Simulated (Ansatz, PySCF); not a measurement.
AlH6NO2Si, SMILES [SiH2](N)[Al]([OH])[OH].

Coordinates come from a B3LYP-D3(BJ)/def2-SVP optimisation. The structure was generated by enumeration; whether it is a known compound was not checked. One conformer was computed; it need not be the lowest.

Vertical ionisation energy (IE) and electron affinity (EA) in eV. Rows of orbital energies are one-electron estimates. Where ΔSCF, EOM or ADC give a negative EA the extra electron is unbound and the value depends on the basis.

```
level                                                                             IE          EA
------------------------------------------------------------------------  ----------  ----------
−ε(HOMO), −ε(LUMO), CAM-B3LYP/def2-TZVP (PySCF)                                 8.51       -0.53
−ε(HOMO), −ε(LUMO), PBE/def2-TZVP (PySCF)                                       5.76        1.23
ΔSCF, CAM-B3LYP/def2-SVPD (Ansatz), final states of multiplicity 2 and 2        9.45       -0.62
ΔSCF, PBE/def2-SVPD (Ansatz), final states of multiplicity 2 and 2        (withheld)  (withheld)
```

Task: Complete the blanks. (An estimate is asked for; the answer gives what the named calculation found.)

Result: 
- ΔSCF, PBE/def2-SVPD (Ansatz, a first-principles code), final states of multiplicity 2 and 2, IE: 8.98
- ΔSCF, PBE/def2-SVPD (Ansatz), final states of multiplicity 2 and 2, EA: -0.40

Task: What vertical singlet–triplet gap does ΔSCF give with CAM-B3LYP/def2-SVPD (Ansatz) and with PBE/def2-SVPD (Ansatz)? (An estimate is asked for; the answer gives what the named calculation found.)

Result: 5.18 and 4.69 eV (triplet above singlet where positive).
